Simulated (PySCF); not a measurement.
C3H8AlCl, SMILES CC[CH2][AlH][Cl].

Coordinates come from a B3LYP-D3(BJ)/def2-SVP optimisation. One conformer was computed; it need not be the lowest.

Calculation: PBE/def2-TZVP (PySCF).

Isolated molecule, no solvent.

Computed frontier levels, gap, dipole moment and polarisability:
```yaml
highest_occupied_level: -6.57 eV
lowest_empty_level: -1.94 eV
orbital_gap: 4.63 eV
dipole_moment: 1.95 D
quadrupole, principal values (traceless, Buckingham form, about the centre of nuclear charge): -6.31, -1.28, 7.59 D·Å
mean_static_polarisability: 78.4 bohr³ (11.62 Å³)
polarisability_principal_values: 61.9, 73.1, 100.2 bohr³
```
